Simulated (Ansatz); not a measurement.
## Loss of HF: GaHF2 → GaF + HF

Species: GaHF2 `[F][GaH][F]`, singlet; GaF, singlet; HF (hydrogen fluoride), singlet. 

Shapes, held fixed at every level: PBE0-D4/def2-TZVP. Programs: Ansatz 0.2.0. The zero-point and thermal change to 298 K, harmonic and unscaled (PBE0-D4/def2-TZVP), is +4.8 kJ/mol.

**Question.** Estimate ΔH(298 K) of this reaction.

**Answer.** The highest level, CCSD(T)/def2-TZVPP, gives ΔH(298 K) = +81.9 kJ/mol; the levels span +71.6 to +110.5. The column of differences is taken from that level and isn't an error. No measured value is set beside it here. Relativity is left out for Ga. Outer-core shells of Ga are correlated in most correlated rows, in sets that cover them unevenly. Times are processor times on shared x86 and Arm servers, and rough.

```csv
level,kind,ΔH(298 K) (kJ/mol),less CCSD(T)/def2-TZVPP,CPU time (sum over the molecules)
SPW92/def2-TZVPP,LDA,+85.5,+3.6,3.2 s
PBE0-D4/def2-TZVPP,global hybrid,+71.6,-10.3,4.5 s
r2SCAN0-D4/def2-TZVPP,global hybrid,+88.5,+6.6,9.3 s
wB97X-V/def2-TZVPP,range-separated hybrid,+86.1,+4.2,11 s
MP2/def2-SVP,perturbation theory,+110.5,+28.6,–
CCSD/def2-TZVPP,coupled cluster or CI,+81.0,-0.9,–
CCSD(T)/def2-TZVPP,coupled cluster or CI,+81.9,0.0,17 s
```
